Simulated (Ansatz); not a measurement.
The same path of CH8AlClSi2 (13 atoms, charge 0, multiplicity 1) was run twice with different band settings. The coordinate that changes most is the dihedral H6–Al1–Si2–Si3.

All numbers below come from RKS revPBE-D4/6-31G in Ansatz 0.2.0.

Relaxed end points:

```xyz
13
Properties=species:S:1:pos:R:3
Al -2.054 0.803 0.846
Si -0.317 -0.603 -0.248
Si 1.618 -1.380 0.892
C 0.273 0.866 -1.419
Cl -1.191 2.181 -1.393
H -1.555 1.804 2.019
H -3.627 0.557 0.555
H -0.805 -1.699 -1.184
H 1.262 -2.517 1.829
H 2.215 -0.254 1.713
H 2.683 -1.875 -0.069
H 1.126 1.446 -1.040
H 0.393 0.635 -2.486
```

```xyz
13
Properties=species:S:1:pos:R:3
Al -2.119 0.743 0.659
Si -0.304 -0.592 -0.400
Si 1.436 -1.452 0.969
C 0.441 0.957 -1.372
Cl -0.499 2.533 -0.671
H -3.520 0.924 -0.133
H -1.956 1.200 2.204
H -0.648 -1.618 -1.471
H 0.930 -2.596 1.826
H 1.940 -0.355 1.887
H 2.613 -1.956 0.153
H 1.497 1.198 -1.190
H 0.209 0.979 -2.446
```

Common settings: spring 5.0 eV/Å²; optimiser quadratic models (default); start path IDPP; force threshold 0.05 eV/Å; end points relaxed.

| run | movable images | climbing image | iteration limit |
| --- | --- | --- | --- |
| 1 | 7 | yes | 35 |
| 2 | 4 | no | 56 |

Question: What does each run give, and how far can it be trusted?

Answer: Run 1: converged after 29 iterations, highest image 0.209 eV above the first end. A vibrational analysis at the climbing image gives one clearly imaginary mode, 101i cm⁻¹: a first-order saddle point.
Run 2: converged after 9 iterations, highest image 0.253 eV above the first end. No image climbed, so the highest image needn't sit at the top of the path.
Limits of this set-up: no polarisation functions.
